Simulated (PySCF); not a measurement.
Compound: C₆H₁₂O.
SMILES with atom numbers: `[CH3:1][O:2][CH:3]1[CH2:4][CH2:5][CH2:6][CH2:7]1` (hydrogens: H8, H9, H10 on C1; H11 on C3; H12, H13 on C4; H14, H15 on C5; H16, H17 on C6; H18, H19 on C7)

The same species was optimised twice, with GFN2-xTB and with PBE0-D3(BJ)/def2-SVP (PySCF), and the same property calculations (PySCF, gas phase) were run on both structures.

```
     coordinate  GFN2-xTB  PBE0-D3(BJ)/def2-SVP  change
      C1–O2 (Å)     1.402                 1.392  -0.010
      O2–C3 (Å)     1.414                 1.407  -0.007
      C3–C7 (Å)     1.541                 1.539  -0.002
      C3–C4 (Å)     1.545                 1.547  +0.002
      C4–C5 (Å)     1.526                 1.528  +0.002
      C5–C6 (Å)     1.525                 1.526  +0.001
      C6–C7 (Å)     1.528                 1.529  +0.001
   O2–C3–C7 (°)     108.4                 108.9    +0.5
   C3–C4–C5 (°)     105.1                 105.5    +0.4
   C5–C6–C7 (°)     103.3                 102.9    -0.4
   C4–C3–C7 (°)     105.7                 105.4    -0.3
   C1–O2–C3 (°)     114.2                 114.0    -0.2
   O2–C3–C4 (°)     113.1                 113.0    -0.1
   C3–C7–C6 (°)     105.8                 105.9    +0.1
   C4–C5–C6 (°)     102.9                 103.0    +0.1
C1–O2–C3–C4 (°)        73                    71      -2
```

Rotational constants: A = 5507, B = 1837, C = 1535 MHz (GFN2-xTB) against A = 5447, B = 1853, C = 1549 MHz (PBE0-D3(BJ)/def2-SVP). Point groups within 0.08 Å: C1 and C1.

On the GFN2-xTB structure: HOMO (eV) -7.11 [PBE0/pcSseg-1]; LUMO (eV) 1.40 [PBE0/pcSseg-1]; dipole (D) 1.19 [PBE0/pcSseg-1]; GIAO shielding of C1 (ppm) 128.1 [PBE0/pcSseg-1]; GIAO shielding of O2 (ppm) 278.6 [PBE0/pcSseg-1]; GIAO shielding of C3 (ppm) 100.8 [PBE0/pcSseg-1]; GIAO shielding of C4/C7 (mean) (ppm) 149.4 [PBE0/pcSseg-1]; GIAO shielding of C5/C6 (mean) (ppm) 157.0 [PBE0/pcSseg-1].

Task: What do these properties become on the PBE0-D3(BJ)/def2-SVP structure?

Result: 
```json
{"property": "HOMO (eV)", "level": "PBE0/pcSseg-1", "on GFN2-xTB": "-7.11", "on PBE0-D3(BJ)/def2-SVP": "-7.15", "change": "-0.04"}
{"property": "LUMO (eV)", "level": "PBE0/pcSseg-1", "on GFN2-xTB": "1.40", "on PBE0-D3(BJ)/def2-SVP": "1.37", "change": "-0.03"}
{"property": "dipole (D)", "level": "PBE0/pcSseg-1", "on GFN2-xTB": "1.19", "on PBE0-D3(BJ)/def2-SVP": "1.16", "change": "-0.03"}
{"property": "energy, GFN2-xTB geometry as zero (kcal/mol)", "level": "PBE0/pcSseg-1", "on GFN2-xTB": "0.0", "on PBE0-D3(BJ)/def2-SVP": "-0.3", "change": "-0.3"}
{"property": "GIAO shielding of C1 (ppm)", "level": "PBE0/pcSseg-1", "on GFN2-xTB": "128.1", "on PBE0-D3(BJ)/def2-SVP": "127.9", "change": "-0.2"}
{"property": "GIAO shielding of O2 (ppm)", "level": "PBE0/pcSseg-1", "on GFN2-xTB": "278.6", "on PBE0-D3(BJ)/def2-SVP": "279.3", "change": "+0.7"}
{"property": "GIAO shielding of C3 (ppm)", "level": "PBE0/pcSseg-1", "on GFN2-xTB": "100.8", "on PBE0-D3(BJ)/def2-SVP": "101.9", "change": "+1.1"}
{"property": "GIAO shielding of C4/C7 (mean) (ppm)", "level": "PBE0/pcSseg-1", "on GFN2-xTB": "149.4", "on PBE0-D3(BJ)/def2-SVP": "147.9", "change": "-1.5"}
{"property": "GIAO shielding of C5/C6 (mean) (ppm)", "level": "PBE0/pcSseg-1", "on GFN2-xTB": "157.0", "on PBE0-D3(BJ)/def2-SVP": "155.5", "change": "-1.5"}
```

The heavy atoms differ by 0.024 Å rms after alignment. Among bonds between heavy atoms C1–O2 changes most (-0.010 Å). Changes are differences of the printed values. Neither structure is proved a minimum here.
